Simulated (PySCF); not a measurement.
# Zr⁺: ionisation energy

Zr⁺ [Kr] 4d2 5s1 [4d3/2^2 5s1/2^1, M_J = 3/2] → Zr²⁺ [Kr] 4d2 [4d3/2^2, M_J = 2], as a difference of total energies. Calculation: PySCF 2.14, in x2c-TZVPPall-2c; the two-component X2C-1e Hamiltonian. Correlated levels: [Ar] 3d10 frozen; the 6 highest virtual spinors dropped. "Screened" scales the spin-orbit matrix elements by Boettger's factors to mimic the two-electron term; Breit and QED terms are absent.

```csv
method,ionisation energy (eV),error (eV)
GHF (spin-free),12.294,-0.836
GMP2 (spin-free),12.998,-0.132
GHF (screened spin-orbit),12.280,-0.850
GMP2 (screened spin-orbit),12.985,-0.145
```

Reference: 13.13 eV (measured; NIST Atomic Spectra Database, ionization energies).

The spin-free rows relax to the high-spin LS determinant and lack the spin-orbit shift.

Errors of the correlated levels include the incompleteness of this basis and the frozen core.

The labels give the starting determinants; with spin-orbit coupling the two ends relaxed to ⟨J²⟩ = 6.40, ⟨L²⟩ = 11.99, ⟨S²⟩ = 3.74 and ⟨J²⟩ = 7.39, ⟨L²⟩ = 11.95, ⟨S²⟩ = 1.98.

The determinant of Zr⁺ and of Zr²⁺ mixes levels of different J (the jj label is only the starting occupation), so the difference between spin-free and spin-orbit rows is not the physical spin-orbit shift.
